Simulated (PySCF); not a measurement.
**Dipole moment and polarisability of `F[Te](F)(F)F`**

Compound: TeF4.
Cartesian coordinates in Å at the PBE0-D3(BJ)/def2-SVP level; atoms count from 1:
```
atom  x, y, z in Å
Te1   -0.4469   -0.3826   -0.0210
F2    -0.2870   -0.2756    1.9107
F3    -0.2119   -0.1491   -1.9333
F4     1.4162   -0.6990    0.0041
F5    -0.4704    1.5063    0.0395
```

Level: CAM-B3LYP/def2-SVPD (PySCF), static field, nuclei fixed, core orbitals frozen in the response. The polarisability tensor in these axes (au):

```
x   36.41 -2.30 -0.26
y   -2.30 37.14 -0.33
z   -0.26 -0.33 45.62
```

Problem. Give the principal values, the mean and the anisotropy Δα = √{½[(α1 − α2)² + (α2 − α3)² + (α1 − α3)²]}.

Solution. Principal values 34.44, 39.10 and 45.63 au; mean 39.72 au = 5.89 Å³ = 6.55 × 10⁻⁴⁰ C²·m²/J; Δα = 9.74 au (25 % of the mean).

Problem. What is the dipole moment, and where does it point?

Solution. (-2.58, -2.21, -0.12) D, 3.39 D in size, pointing from the negative to the positive side. Measured along this direction, the outermost atoms are F5 and F4 at the negative end and Te1 at the positive end.

Problem. Give the principal axes and the span of the nuclei along them.

Solution. Largest value along (-0.02, -0.03, 1.00), where the nuclei span 3.85 Å; middle along (-0.65, 0.76, 0.01), 2.90 Å; least along (0.76, 0.65, 0.04), 1.21 Å. The response follows the extents in order.

Problem. What molar refraction does this α imply?

Solution. Lorentz–Lorenz: R = (4π/3)N_A α = 2.5225 cm³/(mol·Å³) × 5.89 Å³ = 14.8 cm³/mol, in the limit of long wavelengths.

Problem. Find the Langevin capture rate constant for H3O+ (19.018 u) meeting this molecule (205.900 u), k = 2.342 × 10⁻⁹ cm³/s × √(α in Å³ / reduced mass in u).

Solution. The reduced mass is 17.41 u, so k = 1.36 × 10⁻⁹ cm³/s. The formula leaves out the permanent dipole, which adds to the capture rate.

Problem. What would n − 1 = 2πNα be for an ideal gas of these molecules at 500 K and 1 atm, electronic part alone?

Solution. N = p/kT = 1.4678 × 10¹⁹ cm⁻³, so n − 1 = 2π × N × 5.89 × 10⁻²⁴ cm³ = 543 × 10⁻⁶ at long wavelengths, for an ideal gas.

Problem. Sum over states: ᾱ = Σ f/ω², ω in Eh. What share falls to these 10 lowest TDDFT singlets (eV, f)? 6.02, 0.0555; 7.10, 0.0000; 7.12, 0.0100; 7.13, 0.0723; 7.41, 0.0000; 7.64, 0.0003; 8.01, 0.0051; 8.03, 0.0000; 8.18, 0.0058; 8.32, 0.0000.

Solution. They add up to 2.46 au, 6.2 % of the 39.72 au; the largest single term is 1.13 au, from the state at 6.02 eV. Terms in order: 1.13, 0.00, 0.15, 1.05, 0.00, 0.00, 0.06, 0.00, 0.06, 0.00 au. Higher excitations give the rest. The strengths listed sum to 0.149.

Geometry: PBE0-D3(BJ)/def2-SVP; no solvent, vibrations or thermal averaging. Atoms past krypton carry effective core potentials; spin–orbit coupling is left out.

These values come from a run that also computed excited states. On one thread of an Arm Neoverse V2, shared host, this took 10 s of wall time.
